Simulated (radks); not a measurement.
All-electron atom: Li II in 1s1 2s1 (not the ground configuration).

Calculated with a radial shooting solver on a logarithmic mesh with Libxc functionals: non-relativistic Kohn-Sham, r2SCAN, spin-polarised, spherical densities, point nucleus; open shells are filled with parallel spins first; meta-GGA in the generalised Kohn-Sham scheme.

Energy parts (eV):
part                    energy
total                 -139.060
kinetic                138.932
electron-nucleus      -290.606
Hartree                 44.013
exchange-correlation   -31.398

Orbitals (lengths in bohr, moments of r in powers of bohr):
| orbital | occ. | eigenvalue (eV) | <r> |
|---|---|---|---|
| 1s up | 1 | -92.4527 | 0.5050 |
| 2s up | 1 | -13.3258 | 2.477 |

The highest occupied level is 2s up at -13.326 eV. Summed over all electrons, <r^2> = 7.486 bohr^2, which gives a Langevin (diamagnetic) susceptibility term of -5.93 x 10^-6 cm^3/mol.
